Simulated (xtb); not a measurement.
C3H5 (SMILES C=[C]C), doublet, at a GFN2-xTB geometry; GFN1-xTB with ALPB(acetone) (xtb).

Here is a job for xtb.
```
$ xtb mol.xyz --gfn 1 --uhf 1 --alpb acetone --json

# file mol.xyz
8

C      1.32121213    -0.04752068     0.20924314
C      0.07464245    -0.36098549     0.06857136
C     -1.23496167     0.20321704    -0.22073506
H      2.07780923    -0.78307192     0.44125838
H      1.70897339     0.97054785     0.10719621
H     -1.18325846     1.28763184    -0.38459813
H     -1.65268621    -0.25836983    -1.11613906
H     -1.91619542     0.01499689     0.60980591
```

What does xtb print? Leave out banner, timings and long lists.


```
   ID    Z sym.   atoms
    1    6 C      1-3
    2    1 H      4-8

           -------------------------------------------------
          |                Calculation Setup                |
           -------------------------------------------------

           -------------------------------------------------
          |                 G F N 1 - x T B                 |
           -------------------------------------------------

      * Solvation model:               ALPB
        Solvent                        acetone
        Parameter file                 internal GFN1-xTB/ALPB
        Dielectric constant                2.0700E+01
        Reference state                gsolv [1 M gas/solution]
        Free energy shift                  1.3295E-02 Eh       8.3427E+00 kcal/mol
        Temperature                        2.9815E+02 K
        Density                            7.9000E-01 kg/L
        Solvent mass                       5.8080E+01 g/mol
        Interaction kernel             P16
        Born radius scaling (c1)           2.0185E+00
        Born radii integrator          GBOBC
        Born offset                        0.0000E+00 a0       0.0000E+00 AA
        H-bond correction              true
        Ion screening                  false
        Surface tension                    1.0000E-05 Eh       1.5569E+01 dyn/cm
        Grid points                               230 per atom

          ...................................................
          :                      SETUP                      :
          :.................................................:
          :  # basis functions                  22          :
          :  # atomic orbitals                  22          :
          :  # shells                           16          :
          :  # electrons                        17          :
          :  # halogen bonds                     0          :
          :  max. iterations                   250          :
          :  Hamiltonian                  GFN1-xTB          :
          :  restarted?                      false          :
          :  GBSA solvation                   true          :
          :  PC potential                    false          :
          :  electronic temp.          300.0000000     K    :
          :  accuracy                    1.0000000          :
          :  -> integral cutoff          0.2500000E+02      :
          :  -> integral neglect         0.1000000E-07      :
          :  -> SCF convergence          0.1000000E-05 Eh   :
          :  -> wf. convergence          0.2000000E-04 e    :
          :  Broyden damping             0.4000000          :
          :  net charge                          0          :
          :  unpaired electrons                  1          :
          ...................................................

 iter      E             dE          RMSdq      gap      omega  full diag
   1     -9.0689967 -0.906900E+01  0.842E+00    3.25       0.0  T
   2     -9.0767555 -0.775873E-02  0.506E+00    3.37       1.0  T
   3     -9.0769867 -0.231253E-03  0.570E-01    3.23       1.0  T
   4     -9.0774379 -0.451231E-03  0.163E-01    3.29       1.0  T
   5     -9.0774812 -0.432979E-04  0.694E-03    3.30       5.1  T
   6     -9.0774815 -0.230992E-06  0.710E-04    3.30      49.8  T
   7     -9.0774815 -0.153051E-08  0.253E-04    3.30     139.7  T
   8     -9.0774815 -0.183800E-09  0.461E-05    3.30     767.4  T
   9     -9.0774815 -0.346745E-11  0.900E-06    3.30    3927.4  T

   *** convergence criteria satisfied after 9 iterations ***

         :::::::::::::::::::::::::::::::::::::::::::::::::::::
         ::                     SUMMARY                     ::
         :::::::::::::::::::::::::::::::::::::::::::::::::::::
         :: total energy              -8.916028686560 Eh    ::
         :: total w/o Gsasa/hb        -8.912785452551 Eh    ::
         :: gradient norm              0.011278722756 Eh/a0 ::
         :: HOMO-LUMO gap              3.298198819124 eV    ::
         ::.................................................::
         :: SCC energy                -9.077481470327 Eh    ::
         :: -> electrostatic           0.001185588548 Eh    ::
         :: -> Gsolv                  -0.003578532268 Eh    ::
         ::    -> Gelec               -0.000335298258 Eh    ::
         ::    -> Gsasa               -0.015338017846 Eh    ::
         ::    -> Ghb                 -0.001200166841 Eh    ::
         ::    -> Gshift               0.013294950677 Eh    ::
         :: repulsion energy           0.163112804602 Eh    ::
         :: dispersion energy         -0.001660020836 Eh    ::
         :: halogen bond corr.         0.000000000000 Eh    ::
         :: add. restraining           0.000000000000 Eh    ::
         :: total charge               0.000000000000 e     ::
         :::::::::::::::::::::::::::::::::::::::::::::::::::::

           -------------------------------------------------
          |                Property Printout                |
           -------------------------------------------------

    * Orbital Energies and Occupations

         #    Occupation            Energy/Eh            Energy/eV
      -------------------------------------------------------------
         1        2.0000           -0.6387469             -17.3812
         2        2.0000           -0.6241917             -16.9851
         3        2.0000           -0.5627374             -15.3129
         4        2.0000           -0.5368279             -14.6078
         5        2.0000           -0.5278570             -14.3637
         6        2.0000           -0.5191610             -14.1271
         7        2.0000           -0.4940170             -13.4429
         8        2.0000           -0.4280794             -11.6486
         9        1.0000           -0.3355514              -9.1308 (HOMO)
        10                         -0.2143448              -5.8326 (LUMO)
        11                         -0.1276404              -3.4733
        12                         -0.1024464              -2.7877
        13                         -0.0631046              -1.7172
        14                         -0.0579186              -1.5760
        15                         -0.0476056              -1.2954
        16                          0.1631634               4.4399
        17                          0.2515353               6.8446
        18                          0.2800139               7.6196
        19                          0.3368414               9.1659
        20                          0.4042794              11.0010
       ...                                ...                  ...
        22                          0.7536566              20.5080
      -------------------------------------------------------------
                  HL-Gap            0.1212066 Eh            3.2982 eV
             Fermi-level           -0.3283817 Eh           -8.9357 eV

  Mulliken/CM5 charges         n(s)   n(p)   n(d)
     1C    -0.10606 -0.20325   1.038  3.068  0.000
     2C    -0.06146 -0.08105   1.174  2.887  0.000
     3C    -0.07616 -0.21892   1.004  3.072  0.000
     4H     0.04305  0.09621   0.957  0.000  0.000
     5H     0.05338  0.10487   0.947  0.000  0.000
     6H     0.05430  0.10540   0.946  0.000  0.000
     7H     0.04648  0.09837   0.954  0.000  0.000
     8H     0.04647  0.09836   0.954  0.000  0.000

Wiberg/Mayer (AO) data.
largest (>0.10) Wiberg bond orders for each atom

 ---------------------------------------------------------------------------
     #   Z sym  total        # sym  WBO       # sym  WBO       # sym  WBO
 ---------------------------------------------------------------------------
     1   6 C    3.989 --     2 C    2.058     4 H    0.949     5 H    0.915
     2   6 C    3.333 --     1 C    2.058     3 C    1.096
     3   6 C    3.997 --     2 C    1.096     8 H    0.964     7 H    0.964
                             6 H    0.942
     4   1 H    1.016 --     1 C    0.949
     5   1 H    0.995 --     1 C    0.915
     6   1 H    0.998 --     3 C    0.942
     7   1 H    1.014 --     3 C    0.964
     8   1 H    1.014 --     3 C    0.964
 ---------------------------------------------------------------------------

Topologies differ in total number of bonds
Writing topology from bond orders to xtbtopo.mol

 dipole moment from electron density (au)
     X       Y       Z
  -0.1842   0.3287  -0.0802  total (Debye):    0.979

           -------------------------------------------------
          | TOTAL ENERGY               -8.916028686560 Eh   |
          | GRADIENT NORM               0.011278722756 Eh/α |
          | HOMO-LUMO GAP               3.298198819124 eV   |
           -------------------------------------------------

normal termination of xtb
```
